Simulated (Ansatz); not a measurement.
A CCSD(T) single point on Cl2GaH3Si, SMILES `[SiH3][Ga]([Cl])[Cl]`.

```yaml
crystal:
  periodic: [false, false, false]
  atoms:
    - {symbol: Si, position_ang: [-0.337666, 1.079928, -0.237712]}
    - {symbol: Ga, position_ang: [0.345496, -1.165362, 0.239852]}
    - {symbol: Cl, position_ang: [2.044404, -1.611095, 1.467338]}
    - {symbol: Cl, position_ang: [-0.654390, -2.911240, -0.493492]}
    - {symbol: H, position_ang: [-0.686691, 1.744400, 1.043782]}
    - {symbol: H, position_ang: [-1.510534, 1.071246, -1.145687]}
    - {symbol: H, position_ang: [0.799381, 1.792122, -0.874071]}
basis:
  gaussian: {orbitals: def2-TZVPP}
correlation: {method: ccsd_t}
output: {orbitals: {seedname: orbitals}}
```

```sh
$ ansatz run in.yaml --threads 2 --pin off --events-out ev --progress --plain --max-ram 22528MiB --backend cuda --devices 0, --max-vram 18GiB
```

Output of Ansatz, abridged:

```
Functional definition: HF
  name "HF"
  cite "Fock, Z. Phys. 61, 126 (1930) doi:10.1007/BF01340294"
  parent pbe
  exchange = exact_x
  correlation = 0
1289 factors; integrals over basis functions are off by at most 7.6e-4 eV
mean field evaluation 1: about -85253.7782 eV, gradient 2.1e1 eV
mean field evaluation 2: about -85253.9015 eV, gradient 2.2e1 eV
mean field evaluation 4: about -85255.7259 eV, gradient 3.3e0 eV
mean field evaluation 8: about -85255.7711 eV, gradient 2.8e-1 eV
mean field -85255.77143710 eV, -3133.0918118760 hartree, gradient 6.9e-6 eV, S^2 0.000000; 0 other end points of the search recorded, 0 dependent functions left out
24 core orbitals not correlated: weight in the atoms' cores, before any rotation towards them, 1.000 or more for the frozen orbitals, at most 0.000 for the correlated occupied ones
reference -85255.77143710 eV, -3133.0918118760 hartree; 17, 17 occupied and 175, 175 virtual orbitals, 1289 factors
second order -19.54241647 eV of doubles, -0.00000000 eV of singles
cycle   1  -20.20561174 eV  change   -6.6e-1 eV  update   1.1e-1
cycle   2  -20.80087618 eV  change   -6.0e-1 eV  update   3.1e-2
cycle   3  -20.89571368 eV  change   -9.5e-2 eV  update   1.6e-2
cycle   4  -20.88409012 eV  change    1.2e-2 eV  update   3.7e-3
cycle   5  -20.88241011 eV  change    1.7e-3 eV  update   1.4e-3
cycle   6  -20.88230747 eV  change    1.0e-4 eV  update   3.9e-4
cycle   7  -20.88223666 eV  change    7.1e-5 eV  update   1.3e-4
cycle   8  -20.88226325 eV  change   -2.7e-5 eV  update   4.5e-5
cycle   9  -20.88228239 eV  change   -1.9e-5 eV  update   1.7e-5
perturbative correction -0.87449629 eV, -0.0321371459 hartree
Total energy: -85277.52821578 eV, -3133.8913587450 hartree
```

Hardware: 2 threads of an AMD EPYC 7R13 on a shared host and a share of an NVIDIA H100 80 GB. Wall time 4.1 s, peak host memory 0.82 GiB.

The correlation energy is -21.757 eV, 4.0 % of it from (T); the T1 diagnostic reads 0.0119.
